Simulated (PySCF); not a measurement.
Species: C5H3NO (charge -1 and doublet state).
Numbering: `[H]/[C-:1]=[C:2]/[c:3]1[cH:4][n:5][cH:6][o:7]1` (hydrogens: H8 on C1; H9 on C4; H10 on C6)

Structure used (GFN2-xTB), in Å, numbered top down from 1:
```
atom  x, y, z in Å
C1     2.7585    0.2838   -0.3170
C2     1.5412    0.3238   -0.0620
C3     0.2083    0.0382   -0.0527
C4    -0.5743   -0.7894    0.7825
N5    -1.8794   -0.6652    0.4785
C6    -1.9366    0.2034   -0.4980
O7    -0.7102    0.7060   -0.9054
H8     3.6474    0.7958   -0.0090
H9    -0.2284   -1.4505    1.5569
H10   -2.8178    0.5587   -0.9965
```

The hyperfine couplings belong to this conformer and change with its torsions.

Method used: UKS B3LYP, pcH-1 on C H N O, non-relativistic, mean-field spin-orbit, GIAO (PySCF 2.14.0). Whether the extra electron is bound in the gas phase wasn't checked; a finite basis holds it in any case. A GFN2-xTB geometry isn't a minimum of the functional, and hyperfine couplings can be far from their values at a DFT geometry, by a factor of two or more for some ions and for spin on atoms past the first row. The frame is twisted about the C2–C3 bond at this geometry (dihedral C1–C2–C3–C4 = 92°); couplings at other torsion angles weren't computed. No stability test was run, so a lower SCF solution isn't excluded.

(1) Give the principal g shifts and their parts.

(2) At 93.813 GHz, how far is the centre of the isotropic spectrum from where a free electron (g = 2.002319) resonates?

(3) How much does each term add to the isotropic shift?

(4) In a frozen sample, at which fields do the three g values resonate at 9.5, 34, 94 and 263 GHz (hyperfine left aside), and which band first spreads them over more than twice a line width of 1.0 mT?

Results:

(1) 
```json
{"Δg (ppm)": "relativistic mass correction", "1": "-176", "2": "-176", "3": "-176"}
{"Δg (ppm)": "gauge correction", "1": "-9", "2": "35", "3": "8"}
{"Δg (ppm)": "orbital Zeeman/spin–orbit", "1": "-14", "2": "491", "3": "1336"}
{"Δg (ppm)": "total", "1": "-198", "2": "350", "3": "1168"}
```

So g = 2.00212, 2.00267, 2.00349 and g_iso = 2.00276; the tensor is rhombic: the two nearest values differ by 40 % of g3 − g1. Axes: g2 points within 13° of the C1–C2 bond and g3 points within 5° of the N5–C6 bond.

(2) B = hν/(g μB) with μB/h = 13.99624 MHz/mT gives 3347.48 mT for the free electron and 3346.75 mT at g_iso, 0.74 mT lower.

(3) The orbital-Zeeman/spin–orbit term 604, the mass correction -176 and the gauge correction 11 ppm, for a total of 440 ppm. The orbital-Zeeman/spin–orbit term is the largest in size. The mass correction is the same along every axis, so the anisotropy comes from the other two: their spans along these axes are 44 (gauge) and 1349 ppm (orbital Zeeman/spin–orbit).

(4) 
```tsv
band	GHz	B(g3) mT	B(g2) mT	B(g1) mT	spread mT
X	9.5	338.79	338.92	339.02	0.23
Q	34.0	1212.50	1212.99	1213.32	0.83
W	94.0	3352.20	3353.57	3354.49	2.29
J	263.0	9379.02	9382.85	9385.42	6.40
```

The spread grows in proportion to the frequency. W band is the first where it exceeds 2.0 mT.

The largest Mulliken spin populations are on C1 (+0.33), C6 (+0.29), C4 (+0.21) and O7 (+0.10). Three atoms exceed +0.15.

The HOMO–LUMO gaps are 3.30 eV among the α and 4.58 eV among the β orbitals.

The SMILES draws the unpaired electron on C2; the largest computed Mulliken spin population is on C1 (0.33 against 0.08).
